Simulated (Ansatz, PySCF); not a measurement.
C2H6BF2N, SMILES CNB(F)CF. Atoms are numbered in the order given.

```xyz
12

C     -0.7062     2.2383     0.0000
N     -0.6489     0.7897     0.0000
B      0.4862    -0.0182     0.0000
F      1.7244     0.5221     0.0000
C      0.3398    -1.5994     0.0000
F     -1.0143    -1.9604     0.0000
H      0.3165     2.6385     0.0000
H     -1.2273     2.6239     0.8929
H     -1.2273     2.6239    -0.8929
H     -1.5424     0.3025     0.0000
H      0.8200    -2.0532    -0.8870
H      0.8200    -2.0532     0.8870
```

Coordinates come from a TPSSh-D3(BJ)/def2-SVP optimisation. The structure was generated by enumeration, and PubChem lists no compound with its InChIKey, so it may never have been made. The values are those of a single conformer.

Two levels are set side by side: PBE-D3(BJ)/def2-SVP (Ansatz, a quantum-chemistry and plane-wave program) and TPSSh-D3(BJ)/def2-SVP (PySCF). Each level has its own optimised geometry; the coordinates shown are those of the second. Frequencies come from the Hessian of PySCF at each geometry. Differences are taken from unrounded values.

| quantity | TPSSh-D3(BJ) |
|---|---|
| mean bond length (Å) | 1.247 |
| bond C1–N2 (Å) | 1.450 |
| bond N2–B3 (Å) | 1.393 |
| bond B3–F4 (Å) | 1.351 |
| bond B3–C5 (Å) | 1.588 |
| bond C5–F6 (Å) | 1.401 |
| bond C1–H7 (Å) | 1.098 |
| bond C1–H8 (Å) | 1.103 |
| bond C1–H9 (Å) | 1.103 |
| bond N2–H10 (Å) | 1.018 |
| bond C5–H11 (Å) | 1.106 |
| bond C5–H12 (Å) | 1.106 |
| highest harmonic wavenumber (cm⁻¹) | 3577 |
| mean harmonic wavenumber (cm⁻¹) | 1352 |
| zero-point energy (kcal/mol) | 58.00 |

**Question.** What does PBE-D3(BJ) give, and how far is it from TPSSh-D3(BJ)? (An estimate is asked for; the answer gives what the named calculation found.)

**Answer.** 
```tsv
quantity	PBE-D3(BJ)	PBE-D3(BJ) minus TPSSh-D3(BJ)
mean bond length (Å)	1.253	0.006
bond C1–N2 (Å)	1.448	-0.002
bond N2–B3 (Å)	1.399	0.005
bond B3–F4 (Å)	1.355	0.004
bond B3–C5 (Å)	1.590	0.002
bond C5–F6 (Å)	1.402	0.001
bond C1–H7 (Å)	1.107	0.008
bond C1–H8 (Å)	1.112	0.009
bond C1–H9 (Å)	1.112	0.009
bond N2–H10 (Å)	1.024	0.006
bond C5–H11 (Å)	1.116	0.010
bond C5–H12 (Å)	1.116	0.010
highest harmonic wavenumber (cm⁻¹)	3514	-63
mean harmonic wavenumber (cm⁻¹)	1316	-37
zero-point energy (kcal/mol)	56.42	-1.57
```

Exact exchange shortens and stiffens bonds; PBE has none. Differences between two approximate levels are no errors against the true value.
